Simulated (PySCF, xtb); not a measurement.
Zr(OH)2(H)2 (H₄O₂Zr), SMILES [OH][ZrH2][OH], multiplicity 1.

xtb with GFN2-xTB at its own geometry gives an orbital gap of 3.55 eV and a dipole moment of 2.71 D.

Geometry optimised at r2SCAN-D4/def2-TZVP. The multiplicity is an assumed one; no other spin state was optimised. The structure was generated by enumeration; whether it is a known compound was not checked. The def2 effective core potentials stand for the cores of Zr; spin–orbit coupling is left out. The values are those of a single conformer.

### Question
What does PySCF with r2SCAN/def2-TZVPD give? (An estimate is asked for; the answer gives what the named calculation found.)

### Answer
gap 4.61 eV (levels -6.68 and -2.07 eV), dipole 3.25 D.
